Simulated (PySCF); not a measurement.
Os(O)3(OH)2 (H2O5Os), SMILES [O]=[Os](=[O])(=[O])([OH])[OH], multiplicity 1.

Geometry: B3LYP-D3(BJ)/def2-SVP. The spin state was assumed, not searched. The def2 effective core potentials stand for the cores of Os; spin–orbit coupling is left out. One conformer was computed; it need not be the lowest.

Calculation: M06-2X/def2-TZVP (PySCF).

```json
{
 "total_energy": "-467.82343 hartree",
 "point_group": "C2",
 "highest_occupied_level": "-11.00 eV",
 "lowest_empty_level": "-4.35 eV",
 "orbital_gap": "6.65 eV",
 "dipole_moment": "0.04 D",
 "quadrupole, principal values (traceless, Buckingham form, about the centre of nuclear charge)": "-11.29, -2.20, 13.49 D·Å",
 "mean_static_polarisability": "60.2 bohr³ (8.93 Å³)",
 "polarisability_principal_values": "50.4, 62.2, 68.1 bohr³"
}
```
